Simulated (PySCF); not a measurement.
## LDA on Xe²⁺ (xenon, charge +2)

Configuration: [Kr] 4d10 5s2 5p3 6s1, high-spin 5S determinant (an excited configuration). Computed with PySCF 2.14 in dyall-av2z (22s16p12d, 130 functions), with the non-relativistic Hamiltonian (point nucleus).

- Total energy: -7227.05 hartree
- One-electron energy: -9882.87 hartree
- Hartree (Coulomb) energy: 2830.68 hartree
- Exchange-correlation energy: -174.87 hartree
- Kinetic energy: 7223.43036 hartree
- ⟨S²⟩: 6.0003
- ⟨L²⟩: 0.000
- Sum of ⟨r⟩: 35.01 bohr
- Sum of ⟨r²⟩: 56.99 bohr²
- Density at the nucleus (Gaussians lack the cusp): 111000 bohr⁻³
- Spin density at the nucleus: 6.79 bohr⁻³
- Langevin diamagnetic susceptibility: -45.1 ×10⁻⁶ cm³/mol

```json
{"shell": "1s α", "electrons": "1", "mean orbital energy (hartree)": "-1209.67473", "rms radius, mean of both spins (bohr)": "0.0326"}
{"shell": "1s β", "electrons": "1", "mean orbital energy (hartree)": "-1209.66866", "rms radius, mean of both spins (bohr)": "0.0326"}
{"shell": "2s α", "electrons": "1", "mean orbital energy (hartree)": "-184.30314", "rms radius, mean of both spins (bohr)": "0.131"}
{"shell": "2s β", "electrons": "1", "mean orbital energy (hartree)": "-184.29969", "rms radius, mean of both spins (bohr)": "0.131"}
{"shell": "2p α", "electrons": "3", "mean orbital energy (hartree)": "-173.57708", "rms radius, mean of both spins (bohr)": "0.114"}
{"shell": "2p β", "electrons": "3", "mean orbital energy (hartree)": "-173.57214", "rms radius, mean of both spins (bohr)": "0.114"}
{"shell": "3s α", "electrons": "1", "mean orbital energy (hartree)": "-38.38739", "rms radius, mean of both spins (bohr)": "0.343"}
{"shell": "3s β", "electrons": "1", "mean orbital energy (hartree)": "-38.38175", "rms radius, mean of both spins (bohr)": "0.343"}
{"shell": "3p α", "electrons": "3", "mean orbital energy (hartree)": "-33.83939", "rms radius, mean of both spins (bohr)": "0.335"}
{"shell": "3p β", "electrons": "3", "mean orbital energy (hartree)": "-33.83333", "rms radius, mean of both spins (bohr)": "0.335"}
{"shell": "3d α", "electrons": "5", "mean orbital energy (hartree)": "-25.35075", "rms radius, mean of both spins (bohr)": "0.306"}
{"shell": "3d β", "electrons": "5", "mean orbital energy (hartree)": "-25.34511", "rms radius, mean of both spins (bohr)": "0.306"}
{"shell": "4s α", "electrons": "1", "mean orbital energy (hartree)": "-7.64327", "rms radius, mean of both spins (bohr)": "0.793"}
{"shell": "4s β", "electrons": "1", "mean orbital energy (hartree)": "-7.63095", "rms radius, mean of both spins (bohr)": "0.793"}
{"shell": "4p α", "electrons": "3", "mean orbital energy (hartree)": "-6.02815", "rms radius, mean of both spins (bohr)": "0.829"}
{"shell": "4p β", "electrons": "3", "mean orbital energy (hartree)": "-6.01456", "rms radius, mean of both spins (bohr)": "0.829"}
{"shell": "4d α", "electrons": "5", "mean orbital energy (hartree)": "-3.24963", "rms radius, mean of both spins (bohr)": "0.937"}
{"shell": "4d β", "electrons": "5", "mean orbital energy (hartree)": "-3.23033", "rms radius, mean of both spins (bohr)": "0.937"}
{"shell": "5s α", "electrons": "1", "mean orbital energy (hartree)": "-1.55909", "rms radius, mean of both spins (bohr)": "1.93"}
{"shell": "5s β", "electrons": "1", "mean orbital energy (hartree)": "-1.47021", "rms radius, mean of both spins (bohr)": "1.93"}
{"shell": "5p α", "electrons": "3", "mean orbital energy (hartree)": "-1.14714", "rms radius, mean of both spins (bohr)": "2.18"}
{"shell": "6s α", "electrons": "1", "mean orbital energy (hartree)": "-0.49904", "rms radius, mean of both spins (bohr)": "4.38"}
```

A non-relativistic calculation at this Z misses sizeable relativistic shifts. The outer electron is Rydberg-like, and this basis confines it to a smaller radius and binds it less than a complete one would.
